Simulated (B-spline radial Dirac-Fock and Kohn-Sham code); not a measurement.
X-ray scattering factor of Cr¹⁶⁺

System: chromium as Cr¹⁶⁺ in the configuration 1s2 2s2 2p4.

Level of theory: Dirac-Fock densities; a radial B-spline solver. f₀ is the Fourier transform of the spherical electron density, S the Waller-Hartree incoherent function, and s = sin θ/λ.

| s (Å⁻¹) | f₀ | S |
| --- | --- | --- |
| 0 | 8.000 | 0.000 |
| 0.09 | 7.971 | 0.036 |
| 0.11 | 7.957 | 0.054 |
| 0.13 | 7.940 | 0.076 |
| 0.16 | 7.910 | 0.114 |
| 0.2 | 7.859 | 0.177 |
| 0.25 | 7.782 | 0.274 |
| 0.31 | 7.668 | 0.416 |
| 0.38 | 7.509 | 0.613 |
| 0.47 | 7.266 | 0.908 |
| 0.59 | 6.887 | 1.360 |
| 0.73 | 6.386 | 1.938 |
| 0.9 | 5.731 | 2.662 |
| 1.11 | 4.917 | 3.511 |
| 1.38 | 3.957 | 4.434 |
| 1.71 | 3.016 | 5.263 |
| 2.12 | 2.227 | 5.918 |
| 2.62 | 1.690 | 6.392 |
| 3.25 | 1.363 | 6.780 |
| 4.02 | 1.146 | 7.134 |
| 4.98 | 0.934 | 7.460 |
| 6.16 | 0.705 | 7.713 |
| 7.63 | 0.481 | 7.873 |

f₀ starts at the number of electrons, 8, and has fallen to half at s ≈ 1.37 Å⁻¹. The sum of ⟨r²⟩ over the electrons is 0.4828 bohr².

Values without a named source are computed, but for edge energies of neutral atoms, which are taken from tables.
